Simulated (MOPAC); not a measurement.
Input file for MOPAC: AM1 on C3H5I (a complex).

```
AM1 1SCF PRECISE CHARGE=0 THREADS=1
C3H5I

C     -0.36684336 1    -0.09415075 1     0.76662074 1
C     -0.26250146 1    -1.05475692 1     0.05944209 1
H     -0.44791120 1     0.75045712 1     1.40921915 1
H     -0.17604532 1    -1.90233454 1    -0.57582001 1
C      1.57313081 1    -0.84335101 1     3.77882438 1
I      0.86105970 1     1.12350394 1     4.30884203 1
H      1.21202640 1    -1.52884790 1     4.53659620 1
H      1.16847929 1    -1.07623622 1     2.80040813 1
H      2.65586688 1    -0.79832241 1     3.76548303 1
```

The log:

```
*******************************************************************************
 **                                                                           **
 **                              MOPAC v23.2.5                                **
 **                                                                           **
 *******************************************************************************
 ** MOPAC's Digital Object Identifier: https://doi.org/10.5281/zenodo.6511958 **
 **                                                                           **
 ** Please cite the open-source release paper for use of this MOPAC version:  **
 ** J. E. Moussa and J. J. P. Stewart (2026)                                  **
 ** MOPAC: An open-source semiempirical molecular orbital program             **
 ** J. Open Source Softw., 11(119), 8025, https://doi.org/10.21105/joss.08025 **
 *******************************************************************************

                              AM1 CALCULATION RESULTS

 *******************************************************************************
 *  AM1        - The AM1 Hamiltonian to be used
 *
 *
 *
 *                 CHARGE ON SYSTEM = 0
 *
 *
 *
 *  PRECISE    - TIGHTER CRITERIA TO BE USED
 *  1SCF       - DO 1 SCF AND THEN STOP
 *  THREADS=1  - MULTI-THREADING NOT USED
 *  T=         - A TIME OF 172800.0 SECONDS REQUESTED
 *  DUMP=N     - RESTART FILE WRITTEN EVERY 7200.0 SECONDS REQUESTED
 *******************************************************************************
AM1 1SCF PRECISE CHARGE=0 THREADS=1
 C3H5I

   ATOM   CHEMICAL          X               Y               Z
  NUMBER   SYMBOL      (ANGSTROMS)     (ANGSTROMS)     (ANGSTROMS)

     1       C         -0.36684336  *  -0.09415075  *   0.76662074  *
     2       C         -0.26250146  *  -1.05475692  *   0.05944209  *
     3       H         -0.44791120  *   0.75045712  *   1.40921915  *
     4       H         -0.17604532  *  -1.90233454  *  -0.57582001  *
     5       C          1.57313081  *  -0.84335101  *   3.77882438  *
     6       I          0.86105970  *   1.12350394  *   4.30884203  *
     7       H          1.21202640  *  -1.52884790  *   4.53659620  *
     8       H          1.16847929  *  -1.07623622  *   2.80040813  *
     9       H          2.65586688  *  -0.79832241  *   3.76548303  *



          CARTESIAN COORDINATES

    NO.       ATOM           X           Y           Z

     1         C         -0.3668     -0.0942      0.7666
     2         C         -0.2625     -1.0548      0.0594
     3         H         -0.4479      0.7505      1.4092
     4         H         -0.1760     -1.9023     -0.5758
     5         C          1.5731     -0.8434      3.7788
     6         I          0.8611      1.1235      4.3088
     7         H          1.2120     -1.5288      4.5366
     8         H          1.1685     -1.0762      2.8004
     9         H          2.6559     -0.7983      3.7655

  H: (AM1): M.J.S. DEWAR ET AL, J. AM. CHEM. SOC. 107 3902-3909 (1985)
  C: (AM1): M.J.S. DEWAR ET AL, J. AM. CHEM. SOC. 107 3902-3909 (1985)
  I: (AM1): M.J.S. DEWAR AND E. G. ZOEBISCH, THEOCHEM, 180, 1 (1988).

           Empirical Formula: C3 H5 I  =     9 atoms



      MOLECULAR POINT GROUP   :   Cs


      RHF CALCULATION, NO. OF DOUBLY OCCUPIED LEVELS = 12


 -------------------------------------------------------------------------------
 AM1 1SCF PRECISE CHARGE=0 THREADS=1
 C3H5I



     1SCF WAS SPECIFIED, SO BFGS WAS NOT USED
     SCF FIELD WAS ACHIEVED


                              AM1 CALCULATION
                                                       MOPAC v23.2.5 Linux




          FINAL HEAT OF FORMATION =         63.25744 KCAL/MOL =     264.66913 KJ/MOL


          COSMO AREA              =        141.88 SQUARE ANGSTROMS
          COSMO VOLUME            =        128.99 CUBIC ANGSTROMS

          IONIZATION POTENTIAL    =         10.510172 EV
          HOMO LUMO ENERGIES (EV) =        -10.510  0.208
          NO. OF FILLED LEVELS    =         12
          MOLECULAR WEIGHT        =        167.9770         POINT GROUP:  Cs

          MOLECULAR DIMENSIONS (Angstroms)

            Atom       Atom       Distance
            I     6    H     4     5.83877
            H     3    H     7     3.83905
            H     9    H     3     1.73934


          SCF CALCULATIONS        =          1





   ATOM   CHEMICAL          X               Y               Z
  NUMBER   SYMBOL      (ANGSTROMS)     (ANGSTROMS)     (ANGSTROMS)

     1       C         -0.36684336  *  -0.09415075  *   0.76662074  *
     2       C         -0.26250146  *  -1.05475692  *   0.05944209  *
     3       H         -0.44791120  *   0.75045712  *   1.40921915  *
     4       H         -0.17604532  *  -1.90233454  *  -0.57582001  *
     5       C          1.57313081  *  -0.84335101  *   3.77882438  *
     6       I          0.86105970  *   1.12350394  *   4.30884203  *
     7       H          1.21202640  *  -1.52884790  *   4.53659620  *
     8       H          1.16847929  *  -1.07623622  *   2.80040813  *
     9       H          2.65586688  *  -0.79832241  *   3.76548303  *

                             CARTESIAN COORDINATES

   1    C       -0.366843360    -0.094150750     0.766620740
   2    C       -0.262501460    -1.054756920     0.059442090
   3    H       -0.447911200     0.750457120     1.409219150
   4    H       -0.176045320    -1.902334540    -0.575820010
   5    C        1.573130810    -0.843351010     3.778824380
   6    I        0.861059700     1.123503940     4.308842030
   7    H        1.212026400    -1.528847900     4.536596200
   8    H        1.168479290    -1.076236220     2.800408130
   9    H        2.655866880    -0.798322410     3.765483030


           Empirical Formula: C3 H5 I  =     9 atoms



      MOLECULAR POINT GROUP   :   Cs


                  EIGENVALUES
 -33.19230 -32.66286 -26.04883 -20.66460 -15.50944 -14.67865 -14.64708 -12.45274
 -11.54703 -11.53485 -10.52474 -10.51017   0.20849   1.96626   1.98163   3.54808
   3.95094   3.98259   4.42487   5.08463   6.67272


              NET ATOMIC CHARGES AND DIPOLE CONTRIBUTIONS

  ATOM NO.   TYPE          CHARGE      No. of ELECS.   s-Pop       p-Pop
    1          C          -0.219277        4.2193     1.26474     2.95453
    2          C          -0.226280        4.2263     1.26144     2.96484
    3          H           0.226954        0.7730     0.77305
    4          H           0.218556        0.7814     0.78144
    5          C          -0.326627        4.3266     1.25881     3.06782
    6          I           0.001917        6.9981     1.97390     5.02418
    7          H           0.106214        0.8938     0.89379
    8          H           0.112327        0.8877     0.88767
    9          H           0.106216        0.8938     0.89378
 DIPOLE           X         Y         Z       TOTAL
 POINT-CHG.     0.142    -0.368    -0.083     0.403
 HYBRID         0.387    -1.079    -0.296     1.184
 SUM            0.530    -1.446    -0.379     1.586


          ATOMIC ORBITAL ELECTRON POPULATIONS

     Atom    s        px        py        pz
    1  C   1.26474   0.99609   0.97260   0.98584
    2  C   1.26144   1.00288   0.97423   0.98773
    3  H   0.77305
    4  H   0.78144
    5  C   1.25881   1.04597   0.96719   1.05465
    6  I   1.97390   1.89215   1.19299   1.93903
    7  H   0.89379
    8  H   0.88767
    9  H   0.89378

 **********************
 *                    *
 * JOB ENDED NORMALLY *
 *                    *
 **********************




 == MOPAC DONE ==
```

The run finished.

Cost: very roughly 0.020 core-seconds.
